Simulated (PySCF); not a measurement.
## Which determinant of BSb⁻ lies lowest?

Unrestricted PBE0; PySCF, scalar-relativistic core potentials, basis sets B aug-cc-pVDZ, Sb aug-cc-pVDZ-PP with ECP28. Outer shells of the fragments: B 2s2 2p1; Sb− 4d10 5s2 5p4.

Followed along the bond (rough minima from three points):

```csv
2Ms+1,unpaired,⟨S²⟩ at the start,R at minimum (Å),Te (eV)
2,σ ↑,0.82,2.02,0.00
2,π ↑,0.76,2.17,0.59
```

Solutions found at the starting distance of 2.280 Å, counted from the lowest of them; the search is not exhaustive and high or unbound solutions are not listed, so other states can lie among these:

```
2Ms+1  unpaired  term  E (eV)  ⟨S²⟩  ⟨Lz²⟩  μ (D)
    2       σ ↑   ²Σ⁺    0.00  0.82   0.00   3.28
    2       π ↑    ²Π    0.17  0.76   1.01   4.61
```

A term symbol is given only where ⟨S²⟩ and ⟨Lz²⟩ are close to those of a pure state; real π, δ and φ orbitals otherwise mix terms. A positive dipole points towards Sb; it is taken about the centre of mass and depends on that origin.

Task: Compare the gap between the two lowest followed solutions at the starting distance with the gap between their minima.

Result: At PBE0 the second solution (doublet, unpaired electrons π ↑) lies +0.17 eV from the first (doublet, unpaired electrons σ ↑) at 2.280 Å and +0.59 eV at the minima; the two curves relax by different amounts, since their minima lie near 2.17 and 2.02 Å.

Spin–orbit coupling is left out.
